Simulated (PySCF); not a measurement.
## Computed properties of Y(OH) (HOY), SMILES [Y][OH]

Y(OH) (HOY), SMILES [OH][Y]. The structure is a stationary point at PBE0-D3(BJ)/def2-TZVPD. The multiplicity is an assumed one; other spin states were not compared. The def2 effective core potentials stand for the cores of Y; spin–orbit coupling is left out. One conformer was computed; it need not be the lowest. All values are computed for the isolated molecule unless a solvent is named; none is compared with measurement here.

**Structure.** The optimised structure has C∞v symmetry. All 4 harmonic modes at PBE0-D3(BJ)/def2-TZVPD (PySCF) are real, so it is a minimum.

**Vibrations.** The strongest infrared lines (harmonic, unscaled, degenerate partners summed) lie at 3980 cm⁻¹ (248 km/mol, H 94 %), 316 cm⁻¹ (144 km/mol, H 87 %, O 12 %), 687 cm⁻¹ (70 km/mol, O 79 %, Y 16 %). The softest mode is at 316 cm⁻¹ and the zero-point energy is 7.6 kcal/mol.

**Electronic structure.** r2SCAN/def2-TZVPD (PySCF) places the frontier levels at -3.87 and -2.35 eV, a gap of 1.52 eV, and gives a dipole moment of 0.64 D and a mean polarisability of 149.0 bohr³. PBE/def2-TZVPD (PySCF) at the same geometry gives -3.79 and -2.51 eV, so its gap is 0.24 eV narrower. An orbital gap is neither the optical nor the fundamental gap.

**Excitations.** TDA-ωB97X/def2-TZVPD (PySCF) has S1 at 1.76 eV (705 nm, f = 0.000, dark); the most intense of the 10 singlets computed lies at 3.73 eV (f = 1.42). Strengths of degenerate partners are summed. T1 (TDA) is at 1.05 eV, 0.71 eV under S1. TDA-PBE/def2-TZVPD (PySCF) puts S1 at 1.58 eV.
